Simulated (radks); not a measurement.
The numbers below are computed, except where a source is named.
Spherical quantum dot in the effective-mass picture: electrons in a parabolic well V = omega^2 r^2 / 2 with omega = 0.117, with a point charge +1 (a donor) at the centre, all in effective atomic units (hartree* = m*/eps^2 hartree, bohr* = eps/m* bohr), one dielectric constant everywhere. Level of theory: non-relativistic Kohn-Sham, exchange-only LDA, spin-polarised, spherical densities (a radial shooting solver with Libxc functionals). Levels are named by radial order and angular momentum (1s, 1p, 1d, 2s, ...), and open shells are averaged over m. Results are scaled to m* = 0.066 and eps = 12.2, for which hartree* = 12.07 meV and bohr* = 9.782 nm.

N = 3, configuration 1s2 1p(up 1, down 0). This is the lowest configuration that the search found. Occupied and some empty levels:

level,occupation,eigenvalue (meV),<r> (nm)
1s up,1,4.9160,23.62
1s down,1,4.9977,20.05
1p up,1,6.8365,47.72
2s up,0,7.1629,47.02
1p down,0,7.4618,47.07
2s down,0,7.6530,49.12
1d up,0,7.9895,55.88
1d down,0,8.6359,56.87
1f up,0,9.2008,62.44
1f down,0,9.8028,64.17

Energy (meV): total 1.92886, kinetic 7.9306, external -16.948, Hartree 16.759, exchange-correlation -5.8121.

Electron density:

r (nm),n(r) (e/nm^3)
3.22,0.0001904
8.59,0.00007002
14.0,0.00002912
19.3,0.00001374
24.7,7.350e-06
30.1,4.430e-06
35.4,2.932e-06
40.8,2.042e-06
46.2,1.426e-06
51.6,9.644e-07
56.9,6.164e-07
62.3,3.674e-07
67.7,2.028e-07
